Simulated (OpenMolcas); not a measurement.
Ce3+: ligand-field states by method

Ce3+ with 6 ligands (fluoride) in trigonal antiprismatic coordination (D3d) at 2.32 Å, a polar angle of 58.0° against the regular 54.74°. A charge of +0.5 e stands 2.4 Å behind each ligand. Ligand basis ANO-RCC-VDZP.
```
Ce    0.0000    0.0000    0.0000
F     0.0000    1.9679    1.2287
F    -1.7042   -0.9839    1.2287
F     1.7042   -0.9839    1.2287
F     0.0000   -1.9679   -1.2287
F     1.7042    0.9839   -1.2287
F    -1.7042    0.9839   -1.2287
```

- Program: OpenMolcas 26.06
- Basis: ANO-RCC-VTZP [8s7p5d3f2g1h]
- Scalar Hamiltonian: DKH2, point nucleus
- Active space: 1 electron in 7 orbitals (4f)
- State averaging: 2S+1 = 2 odd, 7 roots
- Spin-orbit coupling: state interaction with AMFI integrals over the reference wave functions

I. CASSCF
II. SS-CASPT2, IPEA 0.25 Eh, imaginary shift 0.1 Eh (closed shells correlated: 5s 5p and the ligand valence shells)

Spin-free states (labels of D3, the rotations of D3d) in cm-1, each column counted from its own energy of the first state listed:

```
State  Degeneracy     I    II
  2A2           1     0     0
   2E           2   518   450
  2A1           1   916  1110
   2E           2  1677  1720
  2A2           1  2075  2300
```

From I to II, I's first state of the same spin (2E) moves from 518 to 450 cm-1, by about -71 cm-1.

With spin-orbit coupling the lowest J multiplet is 1059 (I), 1205 (II) cm-1 wide, a factor of 1.14 from I to II.

χT at 300 K: I 0.44, II 0.44 cm3 K/mol.

Roots that are degenerate in the reference are averaged as groups; the widest CASPT2 spread within a group is 27 cm-1 (the 2-fold group of multiplicity 2 near 1720 cm-1 above the lowest state of its run, II). Shifts and gaps below about the spread of the groups concerned are not significant. Over all roots computed the reference weight is 0.71 in II; a low but even weight reflects the number of correlated electrons. Splittings of an f shell from a small cluster at a set distance can be off by tens of per cent, mostly too small (holds for II). No measured value stands beside these numbers; the geometry was imposed, not optimised, and the real ion may take another.
